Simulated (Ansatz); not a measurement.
CH9AlBNSi (`N[SiH2]B[CH2][AlH2]`), relaxed with RKS PBE-D4/def2-SVP in the Gaussian-basis code of Ansatz from a rough embedded geometry. The force threshold is 0.03 eV/Å; the program also tests the step.

The species carries charge 0 and has multiplicity 1.

Start:

```xyz
14

N     0.238    2.520   -0.730
Si    1.327    1.227   -0.382
B     0.406   -0.429   -0.662
C     0.189   -1.528    0.609
Al   -1.737   -1.632    0.964
H    -0.627    2.469   -0.095
H    -0.128    2.431   -1.693
H     2.479    1.276   -1.243
H     1.741    1.302    1.006
H    -0.069   -0.721   -1.723
H     0.579   -2.472    0.256
H     0.697   -1.132    1.470
H    -2.258   -2.545    2.122
H    -2.837   -0.767    0.102
```

```csv
step,energy (eV),largest force (eV/Å),largest move (Å)
1,-17803.8252,3.772,0.000
2,-17804.4260,1.806,0.190
3,-17804.5658,1.487,0.191
4,-17804.6119,0.490,0.112
5,-17804.6385,0.384,0.115
6,-17804.6521,0.174,0.101
7,-17804.6601,0.168,0.194
8,-17804.6676,0.156,0.148
9,-17804.6714,0.088,0.065
10,-17804.6761,0.081,0.143
11,-17804.6800,0.118,0.193
13,-17804.6920,0.535,0.197
15,-17804.8083,0.282,0.199
17,-17804.9498,0.479,0.194
19,-17805.0113,0.301,0.108
21,-17805.0676,0.346,0.200
23,-17805.0893,0.240,0.097
25,-17805.1487,0.378,0.150
27 (rejected),-17805.0985,2.098,0.195
29,-17805.2048,0.584,0.098
31,-17805.2198,0.050,0.005
33,-17805.2208,0.013,0.015
```

End:

```xyz
14

N     0.088    2.301   -1.130
Si    0.740    0.941   -0.295
B     0.266   -0.904   -0.946
C     0.450   -1.938    0.115
Al   -0.957   -0.732    1.162
H    -0.805    2.200   -1.617
H     0.242    3.262   -0.819
H     2.126    1.281    0.179
H     0.092    0.788    1.208
H    -0.378   -1.085   -1.963
H     0.145   -2.993   -0.020
H     1.186   -1.822    0.939
H    -0.909   -1.151    2.707
H    -2.286   -0.148    0.481
```

Run time 59 s (4 threads of an Arm Neoverse V1 on a shared host); peak host memory 0.19 GiB.
